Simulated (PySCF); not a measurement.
# ORD: `O[C@@H]1CC=C1[C@H](F)Cl`, C$_{5}$H$_{6}$ClFO

Geometry:
```json
{"atom": "O1", "x (Å)": "-1.059", "y (Å)": "1.622", "z (Å)": "-0.728"}
{"atom": "C2", "x (Å)": "-0.735", "y (Å)": "0.272", "z (Å)": "-0.758"}
{"atom": "C3", "x (Å)": "-1.539", "y (Å)": "-0.715", "z (Å)": "0.152"}
{"atom": "C4", "x (Å)": "-0.209", "y (Å)": "-1.070", "z (Å)": "0.756"}
{"atom": "C5", "x (Å)": "0.486", "y (Å)": "-0.207", "z (Å)": "0.011"}
{"atom": "C6", "x (Å)": "1.898", "y (Å)": "0.220", "z (Å)": "-0.061"}
{"atom": "F7", "x (Å)": "2.738", "y (Å)": "-0.712", "z (Å)": "0.459"}
{"atom": "Cl8", "x (Å)": "2.105", "y (Å)": "1.738", "z (Å)": "0.899"}
{"atom": "H9", "x (Å)": "-0.961", "y (Å)": "1.952", "z (Å)": "0.173"}
{"atom": "H10", "x (Å)": "-0.735", "y (Å)": "-0.014", "z (Å)": "-1.812"}
{"atom": "H11", "x (Å)": "-2.057", "y (Å)": "-1.520", "z (Å)": "-0.365"}
{"atom": "H12", "x (Å)": "-2.229", "y (Å)": "-0.217", "z (Å)": "0.830"}
{"atom": "H13", "x (Å)": "0.064", "y (Å)": "-1.794", "z (Å)": "1.500"}
{"atom": "H14", "x (Å)": "2.232", "y (Å)": "0.447", "z (Å)": "-1.080"}
```

Level of theory: TDDFT B3LYP/def2-SVPD circular dichroism and optical rotation, one conformer, gas phase in PySCF. Geometry: GFN2-xTB.

The molecule is flexible and this is one conformer; a measurement averages over conformers. States above about 7.6 eV (minus the energy of the highest occupied orbital) lie near or above the ionisation threshold and depend on the basis.

Stereocentres: C2 R, C6 R.

(1) Give the optical rotatory dispersion at 633, 589.3, 546, 436, 405, 365, 355 nm.

(2) And for the mirror image at 589.3 nm?

(3) What is the molar rotation [Φ] = [α]·M/100 of the geometry above at 589.3 nm?

Results:

(1) [α] in deg dm⁻¹ (g/mL)⁻¹:
```
λ (nm)  origin-invariant length gauge  modified velocity gauge  length gauge (centre of mass)  isotropic polarisability (au)
   633                         +159.7                   +175.3                         +160.4                           80.1
 589.3                         +187.8                   +206.0                         +188.6                           80.4
   546                         +223.9                   +245.4                         +224.8                           80.8
   436                         +387.3                   +422.9                         +388.7                           82.6
   405                         +469.8                   +512.2                         +471.4                           83.5
   365                         +627.3                   +681.9                         +629.2                           85.0
   355                         +680.6                   +739.1                         +682.6                           85.5
```

(2) -187.8 deg dm⁻¹ (g/mL)⁻¹ (origin-invariant length gauge): the same size and the opposite sign.

(3) With M = 136.55 g/mol, +256.4 deg cm² dmol⁻¹ (origin-invariant length gauge).

The first excitation lies at 5.47 eV (227 nm) with R = +10.8 × 10⁻⁴⁰ esu² cm² (velocity form).
